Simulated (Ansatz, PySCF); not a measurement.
The pair A = NH3 (SMILES N) (first 4 atoms), B = C2H3N (SMILES CC#N); geometry from B3LYP-D3(BJ)/def2-TZVP.
(charge 0, multiplicity 1):
```json
[
 {"atom": "N", "x (Å)": "-0.0534", "y (Å)": "0.0041", "z (Å)": "0.1706"},
 {"atom": "H", "x (Å)": "0.6499", "y (Å)": "0.3073", "z (Å)": "-0.4937"},
 {"atom": "H", "x (Å)": "0.3704", "y (Å)": "-0.7143", "z (Å)": "0.7493"},
 {"atom": "H", "x (Å)": "-0.7955", "y (Å)": "-0.4377", "z (Å)": "-0.3603"},
 {"atom": "C", "x (Å)": "-0.3981", "y (Å)": "1.2411", "z (Å)": "3.2766"},
 {"atom": "C", "x (Å)": "0.2775", "y (Å)": "-0.0374", "z (Å)": "3.4193"},
 {"atom": "N", "x (Å)": "0.8108", "y (Å)": "-1.0534", "z (Å)": "3.4962"},
 {"atom": "H", "x (Å)": "-1.3432", "y (Å)": "1.2308", "z (Å)": "3.8200"},
 {"atom": "H", "x (Å)": "0.2264", "y (Å)": "2.0436", "z (Å)": "3.6701"},
 {"atom": "H", "x (Å)": "-0.5858", "y (Å)": "1.4075", "z (Å)": "2.2139"}
]
```

Correlated levels freeze the cores. CBS(a, b) extrapolates the correlation energy as X⁻³ and adds the Hartree–Fock energy of set b. MP2 and its Hartree–Fock in aug-cc-pVTZ are density fitted.

Run with Ansatz (a quantum-chemistry and plane-wave program) with Gaussian orbitals; PySCF for the dispersion terms. 

The monomers are drawn apart, rigid, along the line of their centres of mass. Counterpoise-corrected interaction energies (kcal/mol):

| level | R = 4.282 Å | R = 5.296 Å |
|---|---|---|
| PBE/def2-TZVPPD | -2.0909 | -0.9413 |
| PBE-D3(BJ)/def2-TZVPPD | -2.4603 | -1.0595 |
| wB97M-V/def2-TZVPPD | -2.3009 | -1.0421 |
| MP2/CBS(aug-cc-pVDZ, aug-cc-pVTZ) + ΔCCSD(T)/aug-cc-pVDZ | -2.2350 | -0.9944 |

Problem. R is the distance of the centres of mass. Find the local exponent m of E ∝ R⁻ᵐ between the two points.

Solution. 
m = ln(E₁/E₂)/ln(R₂/R₁): PBE/def2-TZVPPD 3.8; PBE-D3(BJ)/def2-TZVPPD 4.0; wB97M-V/def2-TZVPPD 3.7; MP2/CBS(aug-cc-pVDZ, aug-cc-pVTZ) + ΔCCSD(T)/aug-cc-pVDZ 3.8. For scale, two fixed dipoles give m = 3, dipole and quadrupole 4, quadrupoles 5, and dispersion or dipole-induced dipole 6 at long range; at these distances several terms mix, and what is left of overlap and damping shifts m, so it need not match one of them.
